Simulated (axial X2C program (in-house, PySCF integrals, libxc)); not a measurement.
InN at several levels of theory

Computed with an in-house relativistic program for diatomic molecules. Spin-free means the one-electron spin-free X2C Hamiltonian; two-component (2c) means X2C with spin–orbit coupling and atomic mean-field two-electron Coulomb and Gaunt terms, so the difference of the two also holds small scalar two-electron terms. Basis: In dyall-cv3z [11s12p9d4f1g], N dyall-av3z [7s7p3d2f] (cores contracted in-house); Gaussian nuclei, density fitting, unrestricted open shells. Masses: In 114.904 u, N 14.003 u.

The run was started with this input:
```json
{"zs": [49, 7], "q": 0, "bas": ["dyall-cv3z", "dyall-av3z"], "levels": ["PBE0", "HF", "PBE50"], "cc": true, "r0": 1.96, "thr": -2.0, "nmax": 110, "npts": 10, "nst": 2, "ntry": 8}
```
```bash
python so2c.py task.json out
```

Keys: zs atomic numbers; q charge; bas basis sets; levels methods; cc coupled cluster on or off; r0 starting distance in Å; thr threshold in hartree for freezing inner shells (an s shell follows its p shell); nmax most natural virtual spinors; npts points on the curve; nst determinants followed; ntry starts of the search. HF also brings MP2.

State, spin-free: M_S = 1, Λ = 0 (beyond evenly filled blocks: π+α, π-α); electrons by block: σα: 13, σβ: 13, π+α: 6, π+β: 5, π-α: 6, π-β: 5, δ+α: 2, δ+β: 2, δ-α: 2, δ-β: 2. Fragments: In + N.

State, 2c: Ω = 1 (⟨Sz⟩ = 1.00, ⟨Lz⟩ = 0.00 at PBE0); electrons by block: 1/2: 18, -1/2: 19, 3/2: 8, -3/2: 7, 5/2: 2, -5/2: 2. Fragments: In + N.

```tsv
Hamiltonian	level	Re (Å)	ωe (cm⁻¹)	Be (cm⁻¹)	αe (cm⁻¹)	De (eV)	D0 (eV)	k (mdyn/Å)	μ (D)
spin-free	PBE0	2.210	445.5	0.2765	0.0023	1.91	1.89	1.46	-2.52
spin-free	HF	2.205	450.0	0.2777	0.00298	0.254	0.227	1.49	-2.55
spin-free	CCSD	2.208	449.3	0.2769	n/a	1.64	1.61	1.48	n/a
spin-free	CCSD(T)	2.213	445.9	0.2758	n/a	n/a	n/a	1.46	n/a
spin-free	PBE50	2.182	471.5	0.2837	0.00231	1.65	1.63	1.63	-2.46
2c	PBE0	2.210	444.9	0.2765	0.0023	n/a	n/a	1.46	-2.51
2c	PBE50	2.181	470.9	0.2838	0.00231	n/a	n/a	1.63	-2.45
```

Correlated methods: 18 electrons correlated (number of frozen shells: In 4 s, 3 p, 1 d; N 1 s), 260 virtual spin orbitals or spinors in MP2, 109 natural virtuals in coupled cluster.

Dipoles are positive if N is the positive end.

One determinant describes the state; a PBE0 search over occupations chose it and may have missed a lower one. De is counted from the lowest determinant-based energies of the atoms at the same level, without counterpoise correction. De is not given where an atomic determinant may have missed its ground term or J level, or where the truncated virtual space spoils (T). Density functionals use the spin component along the axis (collinear). Coupled cluster ran in a truncated set of natural virtual spinors; the MP2 energy of the rest was added. (T) has no such correction and the atoms are truncated less, which lowers De at CCSD(T) by a hundredth of an eV or more. PBE0 can misorder states that lie within some tenths of an eV, so this need not be the ground state of the molecule. The nearest other spin-free determinant of the search, M_S = 1, Λ = 1, lies 0.46 eV up at the distance of the search. Without a current term, density functionals place determinants with orbital angular momentum somewhat too high. With several unpaired electrons one determinant need not be a pure state. Open-shell Ω = 0 determinants with evenly filled partner blocks cannot be reached by this program, so the Ω shown need not be the lowest component. This is the Ω = 1 component of a π² triplet; the 0⁺ component is not one determinant and can lie lowest. The determinant is spin-polarised beyond a pure state at some levels (its spin-free form has ⟨S²⟩ too high), which makes Re and μ there less reliable. The stretched end of a curve changes character and is left out.

No reliable constants came from CCSD (2c), CCSD(T) (2c), HF (2c), MP2 (2c), MP2 (spin-free): no minimum in range, unconverged points, a curve that is not smooth, a change of character along it, or the two Hamiltonians disagreeing along it.

Rough cost a point (2c) on 1 thread(s) of a shared host, integrals apart: PBE0 0.8 s, PBE50 1 s.

The whole task took 9.1 min on 1 thread of Intel(R) Xeon(R) Processor @ 2.30GHz, on a shared host.
